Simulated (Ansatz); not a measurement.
Input for Ansatz (a program for electronic structure): R-PBE0/def2-TZVPP on H2SSn (SMILES [SH][SnH]), a point of a torsion scan. Elements past Kr take the def2 small-core potentials; no spin–orbit coupling.

Ansatz 0.2 input:
```yaml
crystal:
  periodic: [false, false, false]
  atoms:
    - {symbol: S, position_ang: [-1.16856749, 0.49035528, 0.52263329]}
    - {symbol: Sn, position_ang: [1.01362367, 0.70690760, -0.50741474]}
    - {symbol: H, position_ang: [-1.61274860, -0.48597692, -0.26555701]}
    - {symbol: H, position_ang: [1.80161028, 1.25991065, 1.05131936]}
basis:
  gaussian:
    orbitals: def2-TZVPP
hamiltonian:
  xc: {name: PBE0}
scf: {lower_state_search: off}
```

Output:

```
WARN ansatz: RAYON_NUM_THREADS=1 ignored (pool sized by the plan → 1); use --threads N
Functional definition: PBE0
these checks for a lower state are left out or cut short: stability, starts, cluster_reference, orbital_swaps, neighbouring_geometries, increment
integrals: 0.04 GiB planned
894 factors; their error is unknown
mean field: 0.39 GiB planned
mean field evaluation 1: about -16695.2219 eV, gradient 1.9e1 eV
mean field evaluation 2: about -16693.2182 eV, gradient 3.2e1 eV
mean field evaluation 4: about -16696.4473 eV, gradient 1.3e0 eV
mean field evaluation 8: about -16696.5404 eV, gradient 4.2e-2 eV
mean field evaluation 16: about -16696.5404 eV, gradient 6.3e-6 eV
mean field -16696.54038391 eV, -613.5865417872 hartree, gradient 2.3e-6 eV, S^2 0.000000; 0 other end points of the search recorded, 0 dependent functions left out
reference -16696.54041221 eV, -613.5865428272 hartree; 20, 20 occupied and 100, 100 virtual orbitals, 894 factors
Total energy: -16696.54041221 eV, -613.5865428272 hartree
Checks for a lower state left out: stability, starts, cluster_reference, orbital_swaps, neighbouring_geometries, increment
```

Self-consistency was reached.

Cost: very roughly 1.3 core-seconds.
